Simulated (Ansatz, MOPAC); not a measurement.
System: TiO$_{2}$, charge 0, multiplicity 1. SMILES: [O]=[Ti]=[O]

Atoms: Ti1, O2, O3. Bonds: Ti1-O2, Ti1-O3.

Bond lengths (Å) and angles (degrees) optimised at PM7 with MOPAC; B3LYP/LANL2DZ with Ansatz (an electronic-structure program); MP2/6-31G* with LANL2DZ past Ar with Ansatz, each started from the B3LYP-D3(BJ)/def2-TZVP structure (Ansatz) of the last column. A row stands for all coordinates that are equal there. 6-31G* holds six Cartesian d functions. No wavenumbers were computed at B3LYP/LANL2DZ, MP2/6-31G* with LANL2DZ past Ar, so these may be saddle points.

```json
[
 {"coordinate": "Ti1-O2", "PM7": "1.667", "B3LYP/LANL2DZ": "1.658", "MP2/6-31G* with LANL2DZ past Ar": "1.713", "B3LYP-D3(BJ)/def2-TZVP": "1.641"},
 {"coordinate": "O2-Ti1-O3", "PM7": "112.5", "B3LYP/LANL2DZ": "110.9", "MP2/6-31G* with LANL2DZ past Ar": "107.0", "B3LYP-D3(BJ)/def2-TZVP": "112.0"}
]
```

Mean signed difference of all 2 bond lengths from B3LYP-D3(BJ)/def2-TZVP: PM7 0.026 Å, B3LYP/LANL2DZ 0.017 Å, MP2/6-31G* with LANL2DZ past Ar 0.072 Å.
